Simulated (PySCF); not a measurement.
## Cost of excited-state runs on SMILES C/C=C\C(Cl)=C/C, C₆H₉Cl

Molfile (atoms numbered from 1):
```
C6H9Cl
     RDKit          3D

 16 15  0  0  0  0  0  0  0  0999 V2000
    1.7596   -0.2219   -0.6025 C   0  0  0  0  0  0  0  0  0  0  0  0
    1.3094   -0.7528    0.7150 C   0  0  0  0  0  0  0  0  0  0  0  0
    0.2838   -0.3036    1.4301 C   0  0  0  0  0  0  0  0  0  0  0  0
   -0.6140    0.7847    1.0457 C   0  0  0  0  0  0  0  0  0  0  0  0
   -0.6266    2.0917    2.2110 Cl  0  0  0  0  0  0  0  0  0  0  0  0
   -1.4054    0.8617   -0.0169 C   0  0  0  0  0  0  0  0  0  0  0  0
   -1.5521   -0.2075   -1.0475 C   0  0  0  0  0  0  0  0  0  0  0  0
    1.6108   -0.9670   -1.3841 H   0  0  0  0  0  0  0  0  0  0  0  0
    1.2182    0.6814   -0.8667 H   0  0  0  0  0  0  0  0  0  0  0  0
    2.8256   -0.0015   -0.5611 H   0  0  0  0  0  0  0  0  0  0  0  0
    1.9050   -1.5643    1.1133 H   0  0  0  0  0  0  0  0  0  0  0  0
    0.0946   -0.7166    2.4129 H   0  0  0  0  0  0  0  0  0  0  0  0
   -2.0222    1.7386   -0.1558 H   0  0  0  0  0  0  0  0  0  0  0  0
   -2.6065   -0.4478   -1.1775 H   0  0  0  0  0  0  0  0  0  0  0  0
   -1.1729    0.1397   -2.0084 H   0  0  0  0  0  0  0  0  0  0  0  0
   -1.0150   -1.1059   -0.7598 H   0  0  0  0  0  0  0  0  0  0  0  0
  1  2  1  0
  2  3  2  0
  3  4  1  0
  4  5  1  0
  4  6  2  0
  6  7  1  0
  1  8  1  0
  1  9  1  0
  1 10  1  0
  2 11  1  0
  3 12  1  0
  6 13  1  0
  7 14  1  0
  7 15  1  0
  7 16  1  0
M  END
```

PySCF with density fitting, on 1 thread of an Arm Neoverse V2, shared host. Command: `OMP_NUM_THREADS=1 python excited_run.py task.json out`

Problem. How long does each of these runs take, and how much memory?
- magnetisability and related constants, B3LYP/pcSseg-1; isotopologues
- magnetisability and related constants, BLYP/6-311G**; IEF-PCM water

Solution. 
```csv
run,level,basis functions,wall time,peak memory (GiB)
magnetisability and related constants,B3LYP/pcSseg-1,171,28 s,0.8
magnetisability and related constants,BLYP/6-311G**,188,26 s,0.75
```
Times from a shared host are rough.
